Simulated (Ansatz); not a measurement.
Gas-phase reaction in SMILES: [SiH2](O[SiH2-])C -> [CH2-][SiH2]O[SiH3]

Wanted: isomerisation energy (electronic), in kcal/mol. Set-up: no dispersion term unless named; valence correlation only; non-relativistic; spin-orbit terms left out. CBS marks a two-point X^-3 extrapolation of the correlation energy; Hartree-Fock from the larger set. Ab initio and DFT rows: single points at B3LYP-D3(BJ) geometries (Ansatz, a quantum-chemistry and plane-wave program). Anions need diffuse functions, which STO-3G, LANL2DZ, def2-SVP, cc-pVDZ and Pople sets without + lack.

| species | coefficient | E at B3LYP/STO-3G (Ansatz), Eh | E at PBE0/def2-TZVPD (Ansatz), Eh |
|---|---|---|---|
| C[SiH2]O[SiH2-] | -1 | -688.17375 | -696.29678 |
| [CH2-][SiH2]O[SiH3] | +1 | -688.13032 | -696.28472 |

Coupled cluster (Ansatz) is a level with limits of its own, used here on species with T1 under 0.025 (0.045 for open shells) and stable references: CCSD(T)/CBS(aug-cc-pV(T+d)Z,aug-cc-pV(Q+d)Z). Value to compare with, CCSD(T)/CBS(aug-cc-pV(T+d)Z,aug-cc-pV(Q+d)Z) (Ansatz): 5.5 kcal/mol. 1 Eh = 627.5095 kcal/mol.

Compute it at each level from the table, and compare with CCSD(T)/CBS(aug-cc-pV(T+d)Z,aug-cc-pV(Q+d)Z) (Ansatz).


- B3LYP/STO-3G: the sum of coefficient times E is 0.04343 Eh, or 27.25 kcal/mol. Result: 27.3 kcal/mol. Its difference against CCSD(T)/CBS(aug-cc-pV(T+d)Z,aug-cc-pV(Q+d)Z) (Ansatz) is 21.8 kcal/mol.
- PBE0/def2-TZVPD: the sum of coefficient times E is 0.01206 Eh, or 7.57 kcal/mol. Result: 7.6 kcal/mol. Its difference against CCSD(T)/CBS(aug-cc-pV(T+d)Z,aug-cc-pV(Q+d)Z) (Ansatz) is 2.1 kcal/mol.
